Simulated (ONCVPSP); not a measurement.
# An all-electron radial function and its pseudo partner (tellurium (Te))

Columns: radius, all-electron u(r) and pseudo u(r) of the 4s shell (level -164.39 eV) of tellurium in the configuration [Ar] 3d10 4s2 4p6 4d10 5s2 5p4; PBE, scalar-relativistic, ONCV scheme, ONCVPSP 4.0.1.

```json
{"r (bohr)": "0.078", "all-electron": "0.4996", "pseudo": "0.0908"}
{"r (bohr)": "0.155", "all-electron": "-0.2050", "pseudo": "0.2034"}
{"r (bohr)": "0.232", "all-electron": "-0.7544", "pseudo": "0.3531"}
{"r (bohr)": "0.310", "all-electron": "-0.5346", "pseudo": "0.5418"}
{"r (bohr)": "0.388", "all-electron": "0.0536", "pseudo": "0.7520"}
{"r (bohr)": "0.465", "all-electron": "0.6321", "pseudo": "0.9541"}
{"r (bohr)": "0.542", "all-electron": "1.0492", "pseudo": "1.1222"}
{"r (bohr)": "0.620", "all-electron": "1.2799", "pseudo": "1.2342"}
{"r (bohr)": "0.698", "all-electron": "1.3487", "pseudo": "1.2752"}
{"r (bohr)": "0.775", "all-electron": "1.3065", "pseudo": "1.2476"}
{"r (bohr)": "0.852", "all-electron": "1.1989", "pseudo": "1.1647"}
{"r (bohr)": "0.930", "all-electron": "1.0577", "pseudo": "1.0429"}
{"r (bohr)": "1.008", "all-electron": "0.9074", "pseudo": "0.9030"}
{"r (bohr)": "1.085", "all-electron": "0.7642", "pseudo": "0.7634"}
{"r (bohr)": "1.162", "all-electron": "0.6337", "pseudo": "0.6335"}
{"r (bohr)": "1.240", "all-electron": "0.5177", "pseudo": "0.5176"}
{"r (bohr)": "1.318", "all-electron": "0.4188", "pseudo": "0.4187"}
{"r (bohr)": "1.395", "all-electron": "0.3370", "pseudo": "0.3369"}
{"r (bohr)": "1.472", "all-electron": "0.2696", "pseudo": "0.2695"}
{"r (bohr)": "1.550", "all-electron": "0.2138", "pseudo": "0.2138"}
{"r (bohr)": "1.628", "all-electron": "0.1688", "pseudo": "0.1688"}
{"r (bohr)": "1.705", "all-electron": "0.1332", "pseudo": "0.1332"}
{"r (bohr)": "1.782", "all-electron": "0.1048", "pseudo": "0.1048"}
{"r (bohr)": "1.860", "all-electron": "0.0820", "pseudo": "0.0820"}
{"r (bohr)": "1.938", "all-electron": "0.0640", "pseudo": "0.0640"}
{"r (bohr)": "2.015", "all-electron": "0.0500", "pseudo": "0.0500"}
```

Question: How many radial nodes do the two functions have?

Answer: The all-electron 4s function has n − l − 1 = 3 (the table is too coarse to show those close to the nucleus); the pseudo-wave has 0, since the states of the same l below it are removed with the core.

Question: At about which radius was the pseudo-wave matched?

Answer: 1.20 bohr, where the columns begin to agree (steps of 0.08 bohr).

Question: Is the pseudo-wave norm-conserving?

Answer: Yes: the ONCV scheme keeps the norm inside the radius equal to the all-electron one, which fixes the energy derivative of the logarithmic derivative at the level.
